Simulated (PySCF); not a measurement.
SMILES CSc1cccc(O)c1 (C7H8OS) (GFN2-xTB optimised geometry):

```
17

C     -2.924    -1.794    -0.005
S     -1.147    -2.160     0.000
C     -0.379    -0.568     0.000
C     -1.072     0.633     0.000
C     -0.363     1.824     0.000
C      1.016     1.836     0.000
C      1.711     0.628     0.000
O      3.069     0.665     0.000
C      1.012    -0.568     0.000
H     -3.193    -1.244     0.892
H     -3.421    -2.759    -0.009
H     -3.186    -1.240    -0.902
H     -2.149     0.659     0.001
H     -0.905     2.758     0.000
H      1.573     2.759     0.000
H      3.421    -0.233     0.001
H      1.539    -1.512     0.000
```

Computed with PySCF 2.14.0 with PBE/def2-SVP.

Question: What are the frontier orbital energies and the dipole moment?

Answer: HOMO-2 -6.81 eV, HOMO-1 -5.47 eV, HOMO -4.86 eV, LUMO -0.91 eV, LUMO+1 -0.48 eV; dipole moment 1.13 D.

On the same geometry PBE0/def2-SVP (PySCF 2.14.0) gives HOMO-2 -8.11 eV, HOMO-1 -6.67 eV, HOMO -5.95 eV, LUMO -0.10 eV, LUMO+1 0.36 eV; dipole moment 1.22 D.

Meta-Löwdin charges at PBE/def2-SVP: C1 -0.35, S2 0.08, C3 -0.05, C4 -0.16, C5 -0.09, C6 -0.16, C7 0.21, O8 -0.41, C9 -0.19, H10 0.12, H11 0.13, H12 0.12, H13 0.10, H14 0.11, H15 0.11, H16 0.32, H17 0.10.
